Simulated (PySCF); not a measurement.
From computed data to an observable: chemical shift, span and skew from a shielding tensor

Al(Me)(NH2)2 (CH₇AlN₂), SMILES [CH3][Al]([NH2])[NH2]. Atoms are numbered in the order given.

```xyz
11

Al     0.0230     0.0236     0.0047
C     -1.4564    -1.2511    -0.1395
H     -1.2267    -2.0483    -0.8679
H     -2.3900    -0.7679    -0.4729
H     -1.6659    -1.7481     0.8229
N      0.0036     1.5497    -0.9141
H      0.7291     2.2597    -0.9184
H     -0.7535     1.8364    -1.5267
N      1.4231    -0.3254     1.0497
H      2.2428     0.2606     1.1737
H      1.5177    -1.1627     1.6158
```

Geometry: B3LYP-D3(BJ)/def2-SVP. The structure was generated by enumeration; whether it is a known compound was not checked. One conformer was computed; it need not be the lowest.

GIAO shieldings from B3LYP/pcSseg-1 (PySCF), non-relativistic, no solvent. The symmetric part of the tensor of N6 has the principal values 224.2, 236.8, 278.6 ppm. The same nucleus in NH3 has σ = 265.5 ppm at this level (PySCF, at its B3LYP-D3(BJ)/def2-TZVP geometry).

Q: Work out the isotropic shielding, the ¹⁵N shift against NH3, the span and the skew.

A: 
σ(iso) = (σ11 + σ22 + σ33)/3 = 246.5 ppm. δ = σ(ref) − σ(iso) = 265.5 − (246.5) = 19.0 ppm.
Span Ω = σ33 − σ11 = 54.4 ppm. Skew κ = 3(σ(iso) − σ22)/Ω = 0.54. Tumbling in solution averages the tensor to δ; in a static solid the shielding alone would spread this spin-1/2 line over Ω.
